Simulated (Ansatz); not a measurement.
Ansatz (a quantum-chemistry and plane-wave program) input:

Ansatz 0.2 input:
```yaml
crystal:
  periodic: [false, false, false]
  atoms:
    - {symbol: Si, position_ang: [-0.44562882, -0.44430434, 0.06247491]}
    - {symbol: O, position_ang: [-0.65934638, 1.27879324, -0.19626992]}
    - {symbol: O, position_ang: [1.27278300, -0.66274096, -0.22219255]}
    - {symbol: H, position_ang: [-0.32885985, -0.34920889, 1.64339877]}
    - {symbol: H, position_ang: [-0.15277206, 1.80816709, 0.42801271]}
    - {symbol: H, position_ang: [1.81294249, -0.16711575, 0.40163948]}
basis:
  gaussian:
    orbitals: def2-TZVPD
hamiltonian:
  xc: {name: B97M-V}
total_charge: -1
output: {forces: true}
```

### Question
Which total energy does the run end on?

### Answer
-441.78009 Eh (B97M-V/def2-TZVPD). The basis has 150 functions.

It need not be the lowest isomer of its formula. Whether it binds its extra electron was not tested at this geometry.
